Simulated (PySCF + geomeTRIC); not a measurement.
A geometry relaxed with ωB97X-D3(BJ)/def2-TZVP in PySCF + geomeTRIC, charge 0, multiplicity 1:

```xyz
6

F     -1.9448     1.3294    -0.3266
Si    -1.0672     0.1383     0.2932
F      2.0220     1.0555    -0.5320
Si     1.0220    -0.1792    -0.3131
H     -1.8600    -1.1120     0.1665
H      1.7017    -1.1491     0.5844
```

Write the SMILES of this molecule.

`F/[SiH]=[SiH]\F`
